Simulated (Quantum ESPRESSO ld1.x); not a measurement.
The numbers below are computed, except where a source is named.
One sound ld1.x (Quantum ESPRESSO 7.5) input for the krypton ion Kr+ gives E = -2790.195 hartree in 38 iterations:

```
 &input
    zed=36.0,
    iswitch=1,
    rel=1,
    dft='BLYP',
    config='[Ar] 3d10 4s2 4p5',
    prefix='ld1',
    max_out_wfc=37,
    file_charge='ld1.rho',
 /
```

Changed or added lines, one case at a time, and what came of them:

- tr2=1e-22: usable despite the warning. The threshold lies below the rounding noise, so the cycle runs to its limit and warns, but the energy differs from the sound run by less than 1e-5 hartree.
- atom='D2' (without zed): crashed. The symbol names no element; the program warns, takes a nuclear charge of zero and dies without a result.
- dft='PBEE': silently wrong. The misspelt name is not refused: the parser picks the pieces it recognises inside the string (index line 0 0 3 4 0 0 0), so another functional than the one meant is run.
- xmin=-2.0: silently wrong. The mesh starts too far from the nucleus; the run ends without a warning, but the energy is off by +4882 hartree against the default mesh.
- config='[Yb] 3d10 4s2 4p5': refused. The program stops in el_config with "wrong core: Yb": the cores known are He, Ne, Ar, Kr, Xe, Hg and Rn.
- iswitch=5: refused. The program stops in ld1_readin with "wrong iswitch": iswitch takes 1 to 4.
- rel=2 cau_fact=25.30: crashed. The program stops in dirsol with "no classical turning point found": with c below Z the Dirac equation of a point nucleus has no 1s solution.
